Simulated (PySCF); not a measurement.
# Molecular orbitals of CdO

PBE0 at R = 2.101 Å; PySCF, scalar-relativistic core potentials, basis sets Cd cc-pVDZ-PP with ECP28, O cc-pVDZ. State: ³Π (triplet), unpaired electrons σ ↑, π ↑. Only the outer orbitals are listed, counted within each symmetry, core potentials removing the inner ones.

```json
{"spin": "α", "orbital": "3π", "occ.": "1", "ε (eV)": "-10.44", "on Cd (%)": "4", "main shells (%)": "96 O p"}
{"spin": "α", "orbital": "6σ", "occ.": "1", "ε (eV)": "-9.94", "on Cd (%)": "26", "main shells (%)": "73 O p, 19 Cd s"}
{"spin": "α", "orbital": "3π", "occ.": "1", "ε (eV)": "-8.38", "on Cd (%)": "5", "main shells (%)": "95 O p"}
{"spin": "α", "orbital": "7σ", "occ.": "1", "ε (eV)": "-6.40", "on Cd (%)": "87", "main shells (%)": "73 Cd s, 13 Cd p, 13 O p"}
{"spin": "α", "orbital": "4π", "occ.": "0", "ε (eV)": "-0.94", "on Cd (%)": "99", "main shells (%)": "98 Cd p"}
{"spin": "α", "orbital": "4π", "occ.": "0", "ε (eV)": "-0.80", "on Cd (%)": "97", "main shells (%)": "97 Cd p"}
{"spin": "α", "orbital": "8σ", "occ.": "0", "ε (eV)": "0.70", "on Cd (%)": "100", "main shells (%)": "90 Cd p"}
{"spin": "β", "orbital": "6σ", "occ.": "1", "ε (eV)": "-7.95", "on Cd (%)": "44", "main shells (%)": "54 O p, 40 Cd s"}
{"spin": "β", "orbital": "3π", "occ.": "1", "ε (eV)": "-7.39", "on Cd (%)": "6", "main shells (%)": "94 O p"}
{"spin": "β", "orbital": "7σ", "occ.": "0", "ε (eV)": "-3.35", "on Cd (%)": "71", "main shells (%)": "54 Cd s, 29 O p, 15 Cd p"}
{"spin": "β", "orbital": "3π", "occ.": "0", "ε (eV)": "-2.90", "on Cd (%)": "23", "main shells (%)": "77 O p, 22 Cd p"}
{"spin": "β", "orbital": "4π", "occ.": "0", "ε (eV)": "-0.29", "on Cd (%)": "96", "main shells (%)": "96 Cd p"}
```

Question: Which are the highest filled and the lowest empty level, where do they sit, and how wide is the gap?

Answer: Highest filled α 7σ at -6.40 eV (in %: 73 Cd s, 13 Cd p, 13 O p); lowest empty β 7σ at -3.35 eV (in %: 54 Cd s, 29 O p, 15 Cd p); the gap at PBE0 is 3.05 eV.

```
bond order (Mayer)                              : 0.91
⟨S²⟩                                            : 2.014
charge on Cd (Mulliken, basis-dependent)        : 0.34
charge on Cd (Löwdin, basis-dependent)          : 0.25
dipole moment (positive dipole means Cd(−)O(+)) : -2.24 D
polarisability along the bond                   : 54.7 bohr³
polarisability across the bond                  : 41.1 bohr³
```

Spin–orbit coupling is left out. The state was picked by a PBE0 search and need not be the measured ground state.
